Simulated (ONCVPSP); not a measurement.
## Which change was made? (Cu, ONCV)

Cu (Z = 29), optimised norm-conserving Vanderbilt (ONCV), made with ONCVPSP 4.0.1 (PBE, non-relativistic). Core [Ne], reference 3s2 3p6 3d10 4s0.5 (charge +0.5). Waves: 3s+4s: rc 1.30 bohr, ncon 4, nbas 8, qcut 8 1/bohr, 2 projectors; 3p: rc 1.05 bohr, ncon 4, nbas 8, qcut 12.8 1/bohr, 2 projectors, debl 1.4 Ha; 3d: rc 1.05 bohr, ncon 4, nbas 7, qcut 15.2 1/bohr, 1 projector. Local part: polynomial inside 0.90 bohr (lpopt 5, dvloc0 1 Ha). Core correction: none.

In the p channel the program set the typed energies aside and used -2.762, 0.250 Ha.

Cutoffs, loose and tight: the cutoffs (Ha) at which the residual kinetic energy of the hardest occupied pseudo-wave falls to 1 and 0.1 mHa per electron. They do not see the model core or the augmentation charge, which bear on the density cutoff. Test errors are all-electron minus pseudo excitation energies from the reference, over the configurations 3s2 3p6 3d10 4s1; 3s2 3p6 3d10 4s0; 3s2 3p6 3d9 4s0; 3s2 3p6 3d8 4s0; variants that change the core or the reference have their own tests. The largest error is taken over the tests solved by every variant that gives reliable tests at all, those not shown here included: 3s2 3p6 3d10 4s0; 3s2 3p6 3d8 4s0; 3s2 3p6 3d9 4s0.

The base gives: outcome: generated, projector energies reset by the program; cutoff, loose: 89 Ha; cutoff, tight: 100 Ha; bound ghosts: none; GHOST(+) flags above zero: none; largest test error (meV): -14.

Task: After one change the result is: outcome: generated, projector energies reset by the program; cutoff, loose: 102 Ha; cutoff, tight: 131 Ha; bound ghosts: none; GHOST(+) flags above zero: none; largest test error (meV): -6.1. Which change was it?
A. all radii scaled by about 1.33 (s 1.72, p 1.40, d 1.40 bohr); local potential polynomial inside 1.20 bohr (lpopt 5, dvloc0 1 Ha)
B. all radii scaled by about 0.85 (s 1.10, p 0.90, d 0.90 bohr); local potential polynomial inside 0.76 bohr (lpopt 5, dvloc0 1 Ha)
C. all radii scaled by about 1.18 (s 1.52, p 1.24, d 1.24 bohr); local potential polynomial inside 1.06 bohr (lpopt 5, dvloc0 1 Ha)

Result: B. The others give: all radii scaled by about 1.33 (s 1.72, p 1.40, d 1.40 bohr); local potential polynomial inside 1.20 bohr (lpopt 5, dvloc0 1 Ha) → outcome: generated, projector energies reset by the program; cutoff, loose: 67 Ha; cutoff, tight: 76 Ha; bound ghosts: none; GHOST(+) flags above zero: none; largest test error (meV): -48 | all radii scaled by about 1.18 (s 1.52, p 1.24, d 1.24 bohr); local potential polynomial inside 1.06 bohr (lpopt 5, dvloc0 1 Ha) → outcome: generated, projector energies reset by the program; cutoff, loose: 76 Ha; cutoff, tight: 86 Ha; bound ghosts: none; GHOST(+) flags above zero: none; largest test error (meV): -30.
